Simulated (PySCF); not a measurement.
# Name the molecule from its bond curve

A diatomic of charge 0 contains Hf. Its doublet curve at ROHF-CCSD(T) in a triple-zeta basis (scalar-relativistic core potentials, PySCF), in eV from the separated fragments:

| R (Å) | E (eV) |
| --- | --- |
| 1.652 | -2.561 |
| 1.726 | -2.721 |
| 1.781 | -2.785 |
| 1.836 | -2.809 |
| 1.891 | -2.801 |
| 1.964 | -2.749 |
| 2.056 | -2.634 |
| 2.167 | -2.446 |

The fit gives ωe = 1668 cm⁻¹ and the rotational constant Bₑ = 4.925 cm⁻¹.

Which atom is the partner?

The minimum lies at 1.848 Å, so the reduced mass is 16.8576 u Å² cm⁻¹/(Bₑ·Re²) = 1.002 u. With Hf at 179.95 u the partner weighs about 1.0 u: H. The molecule is HfH.

Correlated steps freeze no core orbitals. Spin–orbit coupling is left out. With d or f electrons several states lie close, and the lowest PBE0 determinant need not be the measured ground state.
